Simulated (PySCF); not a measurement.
# How the method changes the constants of CsAl

State: ³Π (triplet), unpaired electrons σ ↑, π ↑. Set-up: PySCF, scalar-relativistic core potentials, basis sets Cs def2-SVPD with ECP46, Al def2-SVPD. De refers to Cs + Al in their high-spin ground configurations, without counterpoise correction. The functionals are run spin-unrestricted. A positive dipole means Cs(−)Al(+).

```csv
Level,Re (Å),ωe (cm⁻¹),De (eV),μ (D)
UHF,3.867,110,0.208,-10.77
UHF-MP2,3.791,109,0.414,n/a
UHF-SCS-MP2,3.797,110,0.346,n/a
UHF-CCSD,3.798,110,0.415,n/a
UHF-CCSD(T),3.793,111,0.454,n/a
PBE,3.723,112,0.73,-6.91
BLYP,3.820,99.2,0.51,-5.95
r²SCAN,3.737,117,0.79,-8.25
M06-L,3.688,127,0.88,-9.59
r²SCANh,3.731,118,0.76,-8.49
PBE0,3.711,117,0.69,-8.03
HSE06,3.714,116,0.69,-7.75
```

The bond length runs from 3.688 Å (M06-L) to 3.867 Å (UHF). De spans 0.21 eV (UHF, mean field) to 0.88 eV (M06-L, meta-GGA). Correlation at CCSD(T) changes the Hartree–Fock bond energy by +0.24 eV; the triples alone change it by +0.03 eV.

Correlated steps freeze 5 core orbitals. Correlated levels converge slowly with the basis: in double zeta they bind strong bonds too weakly, by up to about 1 eV, and carry superposition errors of some tenths. Spin–orbit coupling is left out, which matters for elements this heavy, above all for dissociation energies. The state is the lowest determinant that a PBE0 search found; another state may lie lower at other levels.

The whole job (state search and all levels along the bond) took about 2.2 min on 1 thread of Arm Neoverse V2 (shared host), peak memory 0.65 GiB.
